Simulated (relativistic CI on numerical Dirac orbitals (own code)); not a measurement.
# Nb³⁺: M2,3 absorption edge

Computed with this model: Dirac-Coulomb-Breit CI, KLI orbitals optimised for each configuration, QED by a radiative potential, valence Slater integrals scaled by 0.9, multiplet model of core-to-valence dipole absorption; configurations [Kr] 4d2 → [Ne] 3s2 3p5 3d10 4s2 4p6 4d3; 10 K; Lorentzian 1.2 eV and Gaussian 0.4 eV FWHM. Energies are those of the free ion, without screening or charge transfer. The branching ratio is the share of the lower-energy edge in the whole absorption, uncertain by about 0.02 where the edges overlap. S is read from ⟨S²⟩ = S(S + 1).

Field parameters in Wybourne normalisation: D3d B²₀ = −7Dσ, B⁴₀ = −14Dq − 21Dτ, B⁴₃ = −14√(10/7) Dq. The field is a parameter set, without covalency.

Computed curve for free ion, scaled to 100 at the maximum (points under 2 are left out and the grid is thinned):

Energy (eV), Intensity and a bar:
```
   362.75        2.2 
   363.00        2.4 
   363.50        3.0 
   363.75        3.4 
   364.00        3.9 #
   364.50        5.2 #
   364.75        6.1 #
   365.00        7.3 ##
   365.25        8.9 ##
   365.75       14.5 ####
   366.00       19.4 #####
   366.25       26.8 ########
   366.75       49.1 ##############
   367.00       59.6 ##################
   367.25       65.8 ####################
   367.75       79.5 ########################
   368.00       92.7 ############################
   368.25      100.0 ##############################
   368.50       91.9 ############################
   369.00       55.3 ################
   369.25       41.4 ############
   369.50       31.7 #########
   370.00       21.6 ######
   370.25       18.7 #####
   370.50       15.6 ####
   371.00        9.8 ##
   371.25        7.9 ##
   371.50        6.7 #
   372.00        5.4 #
   372.25        5.0 #
   372.50        4.6 #
   372.75        4.1 #
   373.25        3.0 
   373.50        2.6 
   373.75        2.3 
   380.50        2.2 
   380.75        2.6 
   381.00        3.2 
   381.50        5.3 #
   381.75        7.4 ##
   382.00       10.5 ###
   382.50       17.7 #####
   382.75       18.3 #####
   383.00       16.2 ####
   383.25       13.7 ####
   383.75       13.4 ###
   384.00       15.2 ####
   384.25       17.1 #####
   384.75       16.3 ####
   385.00       13.3 ###
   385.25       10.1 ##
   385.75        6.0 #
   386.00        5.0 #
   386.25        4.1 #
   386.50        3.4 
   387.00        2.5 
   387.25        2.4 
   387.50        2.5 
   388.00        2.7 
   388.25        2.5
```

The ground state has S = 0.99, and the centroid lies at 371.28 eV.
